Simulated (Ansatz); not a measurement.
Geometry optimisation, RKS r2SCANh-D4/def2-SVP (Ansatz).

Input:

```yaml
crystal:
  periodic: [false, false, false]
  atoms:
    - { symbol: S, position_ang: [-0.2271, -2.2314, 0.3271] }
    - { symbol: C, position_ang: [-0.3875, -0.7728, 0.1249] }
    - { symbol: C, position_ang: [0.265, 0.5407, 0.0053] }
    - { symbol: Se, position_ang: [-1.187, 0.8313, -0.8323] }
    - { symbol: H, position_ang: [1.1834, 0.5022, -0.6689] }
    - { symbol: H, position_ang: [0.3953, 1.0659, 0.9978] }
basis:
  gaussian: { orbitals: def2-SVP }
hamiltonian:
  xc: r2scanh
  dispersion: d4
relax:
  f_tol: 0.02
  max_steps: 50
output:
  orbitals: {}
```

Command:

```bash
$ ansatz run input.yaml --threads 2 --pin off --max-ram 3072MiB --backend cpu --events-out ev --progress --plain --runs-dir out
```

Task: Where does it end, and by what steps?

Result: It converged. After 7 steps the energy has fallen by 1.645 eV; Se4 moved furthest, 0.25 Å.

```
step  energy less start (eV)  largest force component (eV/Å)  accepted
   0                  0.0000                           7.606       yes
   1                 -1.2588                           3.525       yes
   2                 -1.6104                           0.857       yes
   3                 -1.6364                           0.325       yes
   4                 -1.6395                           0.414       yes
   5                 -1.6445                           0.030       yes
   6                 -1.6445                           0.038        no
   7                 -1.6446                           0.004       yes
```

```xyz
6
Properties=species:S:1:pos:R:3
S -0.375 -2.253 0.376
C -0.357 -0.703 -0.009
C 0.400 0.534 0.045
Se -1.374 0.663 -0.851
H 1.268 0.642 -0.614
H 0.480 1.053 1.007
```

Whether the end is a true minimum wasn't checked by a vibrational analysis.

Run time: 31 s on 2 threads of Arm Neoverse V2, on a shared host, peak memory 0.2 GiB.
